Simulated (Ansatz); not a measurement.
H₃Au₃, relaxed as a singlet with RKS PBE-D4/def2-TZVP in Ansatz, starting from the GFN1-xTB geometry. Force threshold 0.02 eV/Å.

In the def2 sets Au takes a core potential; there is no spin–orbit coupling. Another isomer (singlet) lies 0.24 eV lower at PBE0-D4/def2-TZVP; other spin states weren't run for this one.

Start:

```tsv
atom	x (Å)	y (Å)	z (Å)
Au1	0.489	-0.572	-0.279
Au2	-0.955	1.186	0.720
Au3	0.799	0.057	2.138
H4	-1.972	1.790	-0.235
H5	1.489	-1.653	-0.611
H6	0.151	-0.807	-1.732
```

```tsv
step	energy (eV)	largest force component (eV/Å)	SCF passes
1	-11133.6892	1.907	18
2	-11134.0244	0.804	26
3	-11134.0955	0.142	22
4 (rejected)	-11134.0951	0.116	20
5	-11134.0989	0.018	20
```

Force components are those of the run's own axes.

End:

```tsv
atom	x (Å)	y (Å)	z (Å)
Au1	0.496	-0.580	-0.282
Au2	-1.023	1.282	0.803
Au3	0.848	0.059	2.267
H4	-2.035	1.833	-0.279
H5	1.497	-1.699	-0.711
H6	0.217	-0.895	-1.799
```

By distances, no bond broke or formed. The bond that changes most is Au1–Au2, from 2.49 to 2.64 Å (atoms count from 1).

No frequencies were taken in this run, so the end may be a saddle point.

Run time 12 s (2 threads of Arm Neoverse V2 on a shared host).
